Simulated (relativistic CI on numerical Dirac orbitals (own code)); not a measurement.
Pr V: calculation against measurement

Method of calculation: Dirac-Coulomb-Breit CI, KLI orbitals optimised for each configuration, model QED (radiative potential, 1s self-energy scaled to tabulated hydrogen-like ionisation energies), valence Slater integrals scaled by 0.85, P86 correlation energy added to each configuration (own radial code, finite nucleus).

Configuration list (outside the closed core [Kr] 4d10): 4f 5s2 5p6, 5s2 5p6 5d, 4f 5s2 5p5 5d, 4f2 5s2 5p5, 5s2 5p6 6s, 5s2 5p6 6p, 4f 5s2 5p5 5f, 4f 5s 5p6 5d, 5s2 5p6 6d, 4f 5s2 5p5 5g, 4f 5s2 5p5 6s, 5s2 5p6 7s, 5s2 5p6 5f, 5s2 5p6 7p, 4f2 5s 5p6, 4f 5s2 5p5 6p, 5s2 5p6 6f, 5s2 5p6 7d, 5s2 5p6 8s, 4f 5s 5p6 5f, 5s2 5p6 8p, 4f 5s 5p6 5g, 5s2 5p6 5g, 4f 5s2 5p5 6d, 5s2 5p6 9s, 4f3 5p6, 4f3 5p5 5d, 4f4 5p5, 4f3 5p5 5f. Double excitations out of closed p, d and f shells are left out; levels of such configurations are missing from the list, as are those of other unlisted configurations, and high levels can miss mixing partners.

```
Configuration  Term (tabulated)    J  Measured (cm⁻¹)  Computed  Error  Purity (%)
   4f 5s2 5p6               2F°  5/2              0.0         0      0         100
   4f 5s2 5p6               2F°  7/2           3027.4      2863   -165         100
   5s2 5p6 5d                2D  3/2         115052.3    112587  -2465          98
   5s2 5p6 5d                2D  5/2         118513.8    115818  -2696          98
   5s2 5p6 6s                2S  1/2         178971.1    181871   2900          98
   5s2 5p6 6p               2P°  3/2         230039.5    231581   1541          99
   5s2 5p6 7s                2S  1/2         304511.5    307536   3025         100
```

Measured levels from Martin, Zalubas and Hagan, Atomic Energy Levels: The Rare-Earth Elements, NSRDS-NBS 60 (1978); pairs were made by configuration, J and term (by order where the table uses no LS term), so strongly mixed levels may be paired wrongly.

Mean error by configuration (cm⁻¹): 4f 5s2 5p6 -165; 5s2 5p6 5d -2580; 5s2 5p6 6s 2900; 5s2 5p6 6p 1541; 5s2 5p6 7s 3025. Over the excited levels the mean absolute error is 2132 cm⁻¹ (6 of the 6 excited levels that our extract of the source holds in range could be paired), and the median relative error of those above 1,000 cm⁻¹ is 1.9 %.
